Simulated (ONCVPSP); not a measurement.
**Configuration tests for chromium (ONCV)**

Cr (Z = 24), optimised norm-conserving Vanderbilt (ONCV), made with ONCVPSP 4.0.1 (PBE, scalar-relativistic). Core [Ne], reference 3s2 3p6 3d4 4s2. Waves: 3s+4s: rc 1.70 bohr, ncon 5, nbas 9, qcut 7.1 1/bohr, 2 projectors; 3p: rc 1.40 bohr, ncon 3, nbas 6, qcut 9.6 1/bohr, 2 projectors, debl 2.4 Ha; 3d: rc 2.05 bohr, ncon 4, nbas 9, qcut 6 1/bohr, 3 projectors, debl 1.5 Ha. Local part: polynomial inside 1.10 bohr (lpopt 5, dvloc0 2 Ha). Core correction: Teter function, fcfact 5, rcfact 1.55.

Energies are relative to the spin-unpolarised reference configuration 3s2 3p6 3d4 4s2; without spin polarisation the order of configurations can differ from experiment.

| valence configuration | charge | ΔE all-electron (eV) | error AE − PS (meV) |
| --- | --- | --- | --- |
| 3s2 3p6 3d5 4s1 | 0 | 0.100 | +98 |
| 3s2 3p6 3d5 4s0 | +1 | 7.001 | +178 |
| 3s2 3p6 3d4 4s1 4p1 | 0 | 3.606 | -0.8 |

Task: What are ΔE and the potential's error for 3s2 3p6 3d4 4s0?

Result: ΔE = 23.053 eV all-electron; the error (AE − PS) is -7.6 meV.
